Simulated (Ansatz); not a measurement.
Molecule: C$_{4}$H$_{3}$F$_{7}$O, charge 0, multiplicity 1. 
Geometry from a B3LYP-D3(BJ)/def2-TZVP (Ansatz, a first-principles code) optimisation:
```xyz
15

C      3.3144    -0.2729    -0.4886
O      2.0757    -0.4482     0.2282
C      0.9745     0.0314    -0.3587
F      0.7465    -0.5363    -1.5772
F      1.0499     1.3737    -0.5858
C     -0.2356    -0.2612     0.5753
F     -0.3187    -1.5937     0.7626
F     -0.0123     0.3350     1.7637
C     -1.6255     0.2240     0.0659
F     -1.6421     1.5476    -0.0994
F     -2.5495    -0.1013     0.9755
F     -1.9452    -0.3604    -1.0898
H      3.2733    -0.7868    -1.4479
H      4.0734    -0.7218     0.1438
H      3.5232     0.7863    -0.6314
```

Wanted: vertical ionisation energy (to the doublet state of charge +1; each state is the SCF solution reached for its spin), in eV. Cores are frozen in the correlated levels unless marked. UHF or UKS for open shells. Spin-orbit coupling is left out. No relativistic terms. 

```
level                program  vertical ionisation energy (eV)
-------------------  -------  -------------------------------
HF/aug-cc-pVTZ        Ansatz                            11.28
SVWN5/def2-TZVPD      Ansatz                            11.40
r2SCAN/def2-TZVPD     Ansatz                            11.48
wB97X-V/def2-TZVPD    Ansatz                            12.20
RI-MP2/aug-cc-pVTZ    Ansatz                            12.77
SCS-MP2/aug-cc-pVDZ   Ansatz                            12.52
```
